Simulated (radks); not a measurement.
The numbers below are computed, except where a source is named.
Excited configurations of Ba2+: one electron is placed in a higher orbital outside [Kr] 4d10 5s2 5p5. The ground configuration is [Xe]. Level of theory: Dirac Kohn-Sham, PBE, spin-unpolarised, spherical densities, point nucleus; open shells fill j = l - 1/2 first (a radial shooting solver on a logarithmic mesh with Libxc functionals). Excitation = E - E(ground); binding = E(ion) - E, where the ion is the core of charge +3; n* = 3/sqrt(2 binding) in atomic units, and the quantum defect is n - n*.

outer orbital  excitation (eV)  binding (eV)     n*  quantum defect  eigenvalue (eV)  <r> (bohr)
4f5/2                   20.285        15.468  2.814           1.186           -9.188       1.677
5f5/2                   28.022         7.731  3.980           1.020           -6.138       5.950
6s1/2                   18.813        16.939  2.689           3.311          -14.185       3.794
6p1/2                   22.110        13.643  2.996           3.004          -11.361       4.398
6f5/2                   30.575         5.178  4.863           1.137           -4.288       10.12
7s1/2                   26.667         9.086  3.671           3.329           -7.802       6.987
7p1/2                   27.973         7.779  3.967           3.033           -6.640       7.868

The Delta-SCF ionisation energy is 35.753 eV (NIST Atomic Spectra Database: 35.844 eV, measured). Self-interaction in the functional shifts the binding energies and quantum defects, so they are the method's values and not measured ones. Spin polarisation and multiplet splitting are left out, so open shells lie too high by an amount that depends on their filling.

Beside tabulated values, note that spin-unpolarised runs miss the spin-polarisation part of the exchange energy of open shells.
